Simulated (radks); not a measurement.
Results of a calculation; reference values are marked as such.
The oxygen ion O4+, [He] 2s2. Code: a radial shooting solver on a logarithmic mesh with Libxc functionals. Model: non-relativistic Kohn-Sham, r2SCAN, spin-polarised, spherical densities, point nucleus; meta-GGA in the generalised Kohn-Sham scheme. Every spin shell is full or empty, so the densities are truly spherical. Functionals are evaluated on that one density, not self-consistently. Rank these exchange functionals by their error against the exact value of the orbitals, and give that value: LDA, B88, PBE, PBEsol, PW91, WC, AM05, EV93, TPSS, revTPSS, SCAN.

Answer. Exact: -5.95112 hartree. From best to worst, with 100 (|E| - |E exact|)/|E exact| (equal figures are ties): B88 -0.18, revTPSS +0.29, SCAN -0.36, TPSS +0.50, PW91 -0.66, PBE -0.98, WC -3.02, EV93 +4.49, PBEsol -5.26, AM05 -10.05, LDA -12.73.
